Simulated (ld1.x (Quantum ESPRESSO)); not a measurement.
lanthanum (La), TM: configuration errors across variants

* Element: La
* Generator: ld1.x (Quantum ESPRESSO) 7.5
* Type: norm-conserving Troullier–Martins (Kleinman–Bylander form)
* Functional: LDA (PZ)
* Relativity: scalar-relativistic
* Frozen core: [Kr] 4d10
* Valence charge: 11
* Reference configuration: 4f0 5s2 5p6 5d1 6s2 6p0
* Partial waves: 5s (bound): rc 2.15 bohr; 5d (bound): rc 3.10 bohr; 4f (bound, empty): rc 1.05 bohr; 5p (bound): rc 3.05 bohr
* Local potential: the p channel
* Core correction: none

Occupied shells without a wave of their own: 6s. They enter only through the test configuration that unscreens the potential.

All-electron excitation energies from the reference (eV): (1) 4f0 5s2 5p6 5d1 6s1 6p0 6.163; (2) 4f0 5s2 5p6 5d1 6s0 6p0 17.315; (3) 4f0 5s2 5p6 5d0 6s0 6p0 36.416; (4) 4f0 5s2 5p6 5d1.5 6s1.5 6p0 0.362; (5) 4f0 5s2 5p5 5d1 6s2 6p0 27.084; (6) 4f0 5s2 5p6 5d1 6s2 6p0 spin -0.097; (7) 4f0 5s2 5p6 5d1 6s1 6p0 spin 5.737.

Spin tests fill each open shell by Hund’s rule, majority spin first.

Tests that are not counted but printed errors over 1 eV. “base”: 4f0 5s2 5p6 5d1 6s0 6p1 (solver errors, printed error -716 eV). “all radii scaled by about 0.90 (s 1.92, p 2.74, d 2.78, f 0.94 bohr)”: 4f0 5s2 5p6 5d1 6s0 6p1 (solver errors, printed error -7.3 eV); 4f0 5s2 5p5 5d1 6s2 6p0 (solver errors, printed error -26.2 eV). “all radii scaled by about 0.96 (s 2.06, p 2.92, d 2.98, f 1.00 bohr)”: 4f0 5s2 5p6 5d1 6s0 6p1 (solver errors, printed error -7.5 eV). “all radii scaled by about 1.05 (s 2.26, p 3.22, d 3.26, f 1.10 bohr)”: 4f1 5s2 5p6 5d1 6s0 6p0 (solver errors, printed error -6.5 eV); 4f0 5s2 5p6 5d1 6s0 6p1 (solver errors, printed error -7.7 eV). “all radii scaled by about 1.12 (s 2.40, p 3.40, d 3.46, f 1.18 bohr)”: 4f1 5s2 5p6 5d1 6s0 6p0 (solver errors, printed error -6.7 eV); 4f0 5s2 5p6 5d1 6s0 6p1 (solver errors, printed error -7.9 eV).

2 further variants failed, have other tests or too few solved ones, and are left out.

A true bound ghost makes a file unfit for plane-wave use even where its test errors are small: the radial tests pick states by their node count and pass the ghost by. Where a test does run into it, the solver fails or the error is huge.

The file “all radii scaled by about 1.30 (s 2.80, p 3.98, d 4.04, f 1.36 bohr)” misses its own reference levels by 0.4 eV. The file “all radii scaled by about 1.38 (s 2.96, p 4.20, d 4.28, f 1.44 bohr)” misses its own reference levels by 0.6 eV.

Errors AE − PS in meV (a dash: test not solved or not reliable):

```tsv
change	(1)	(2)	(3)	(4)	(5)	(6)	(7)	bound ghosts
base	-17	-22	+24	-10	-61	+3.1	-7.9	none
all radii scaled by about 0.90 (s 1.92, p 2.74, d 2.78, f 0.94 bohr)	+56	+158	+260	+17	–	+3.0	+63	s
all radii scaled by about 0.96 (s 2.06, p 2.92, d 2.98, f 1.00 bohr)	+1.6	+25	+85	-3.4	-59	+3.0	+10	s
all radii scaled by about 1.05 (s 2.26, p 3.22, d 3.26, f 1.10 bohr)	-58	-124	-113	-25	-63	+3.3	-48	none
all radii scaled by about 1.12 (s 2.40, p 3.40, d 3.46, f 1.18 bohr)	-140	-337	-411	-53	-50	+3.4	-128	none
all radii scaled by about 1.23 (s 2.66, p 3.76, d 3.82, f 1.30 bohr)	-344	-905	-1239	-119	+16	+3.8	-329	none
all radii scaled by about 1.30 (s 2.80, p 3.98, d 4.04, f 1.36 bohr)	-538	-1470	-2057	-180	+74	+4.3	-519	none
all radii scaled by about 1.38 (s 2.96, p 4.20, d 4.28, f 1.44 bohr)	-851	-2391	-3377	-280	+138	+4.3	-824	none
```

Problem. Give the same row for: all radii scaled by about 1.19 (s 2.54, p 3.62, d 3.68, f 1.24 bohr).

Solution. -221, -559, -728, -80, -27, +3.9, -208; bound ghosts: none. Not counted: 4f1 5s2 5p6 5d1 6s0 6p0 (solver errors, printed error -6.9 eV); 4f0 5s2 5p6 5d1 6s0 6p1 (solver errors, printed error -8.1 eV).
